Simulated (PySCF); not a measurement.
Ge(OH)2(SMe)2, C2H8GeO2S2, SMILES C[S][Ge]([OH])([OH])[S]C, singlet (GFN2-xTB optimised geometry):

```
15

C      1.902     0.167    -1.265
S      1.612    -1.108     0.000
Ge    -0.640    -1.108     0.000
O     -1.307    -1.659    -1.542
O     -1.112     0.587     0.000
S     -1.595    -2.235     1.695
C     -0.699    -1.484     3.094
H      1.469    -0.145    -2.210
H      2.980     0.253    -1.354
H      1.473     1.108    -0.937
H     -1.279    -2.597    -1.720
H     -1.902     0.769    -0.508
H     -1.113    -1.938     3.988
H     -0.866    -0.412     3.105
H      0.360    -1.709     3.015
```

Calculation: PySCF with PBE0/def2-TZVP.

Task: What are the frontier orbital energies and the dipole moment?

Result: HOMO-2 -8.03 eV, HOMO-1 -7.11 eV, HOMO -6.96 eV, LUMO -0.62 eV, LUMO+1 0.10 eV; dipole moment 0.34 D.

On the same geometry PBE/def2-TZVP run with PySCF 2.14.0 gives HOMO-2 -6.74 eV, HOMO-1 -5.84 eV, HOMO -5.71 eV, LUMO -1.57 eV, LUMO+1 -0.80 eV; dipole moment 0.37 D.

Meta-Löwdin charges at PBE0/def2-TZVP: C1 -0.40, S2 -0.18, Ge3 1.09, O4 -0.74, O5 -0.75, S6 -0.17, C7 -0.40, H8 0.14, H9 0.14, H10 0.14, H11 0.35, H12 0.35, H13 0.14, H14 0.14, H15 0.14.
